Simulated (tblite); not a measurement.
Compound: C8H18P (charge +1).
Bonds: C1–C2, C2–C3, C2–P4, P4–C5, C5–C6, C6–C7, C7–C8, C8–C9, C5–C9. Hydrogens: H10, H11, H12 on C1; H13 on C2; H14, H15, H16 on C3; H17, H18 on P4; H19 on C5; H20, H21 on C6; H22, H23 on C7; H24, H25 on C8; H26, H27 on C9.

The geometry is computed with GFN2-xTB (gas phase).

**Question.** Give the optimised bond lengths and angles.

**Answer.** 
```json
{"bond": "C1–C2, C2–C3", "length (bohr)": "2.889"}
{"bond": "C2–P4", "length (bohr)": "3.456"}
{"bond": "P4–C5", "length (bohr)": "3.450"}
{"bond": "C5–C6, C5–C9", "length (bohr)": "2.897"}
{"bond": "C6–C7", "length (bohr)": "2.887"}
{"bond": "C7–C8", "length (bohr)": "2.911"}
{"bond": "C8–C9", "length (bohr)": "2.907"}
{"bond": "C1–H10 and 5 like bonds", "length (bohr)": "2.057"}
{"bond": "C2–H13", "length (bohr)": "2.075"}
{"bond": "P4–H17, P4–H18", "length (bohr)": "2.601"}
{"bond": "C5–H19", "length (bohr)": "2.069"}
{"bond": "C6–H20, C9–H26", "length (bohr)": "2.062"}
{"bond": "C6–H21, C9–H27", "length (bohr)": "2.059"}
{"bond": "C7–H22, C8–H25", "length (bohr)": "2.063"}
{"bond": "C7–H23, C8–H24", "length (bohr)": "2.055"}
```

Bonds in one row agree within 0.02 bohr and their mean is given. A selection of angles:
```json
{"angle": "C1–C2–C3", "degrees": "112.4"}
{"angle": "C1–C2–P4", "degrees": "107.9"}
{"angle": "C3–C2–P4", "degrees": "109.5"}
{"angle": "C2–P4–C5", "degrees": "116.1"}
{"angle": "P4–C5–C6", "degrees": "110.7"}
{"angle": "P4–C5–C9", "degrees": "109.1"}
{"angle": "C6–C5–C9", "degrees": "103.1"}
{"angle": "C5–C6–C7", "degrees": "103.4"}
{"angle": "C6–C7–C8", "degrees": "105.5"}
{"angle": "C7–C8–C9", "degrees": "106.5"}
{"angle": "C5–C9–C8", "degrees": "104.8"}
```

Dihedral angles: C1–C2–P4–C5 173° (antiperiplanar); C2–P4–C5–C6 169° (antiperiplanar); P4–C5–C6–C7 75° (synclinal); C5–C6–C7–C8 32° (synclinal); C6–C7–C8–C9 -11° (synperiplanar); C7–C8–C9–C5 -15° (synperiplanar); P4–C5–C9–C8 -83° (synclinal). The mirror-image conformer, all signs reversed, is as good.

The 5-membered ring C5–C6–C7–C8–C9 has internal angles of 103.1° to 106.5°; it is puckered, 0.18 Å rms from its mean plane, widest ring torsion 41°. Of the pairs four or more bonds apart, P4···H22 is among the closest relative to their van der Waals radii: 3.01 Å, 100 % of the sum of Bondi's values. P4 (phosphonium phosphorus) is distorted tetrahedral (angles from 104.5° to 116.1°).

Point group: C1 (no symmetry element, even within 0.4 Å). GFN2-xTB frequencies show an imaginary mode (28i cm⁻¹), so the point is no minimum at that level. 3 starts were optimised and ended at 0.00, 0.24 and 0.45 kcal/mol (GFN2-xTB); the lowest of these is shown.
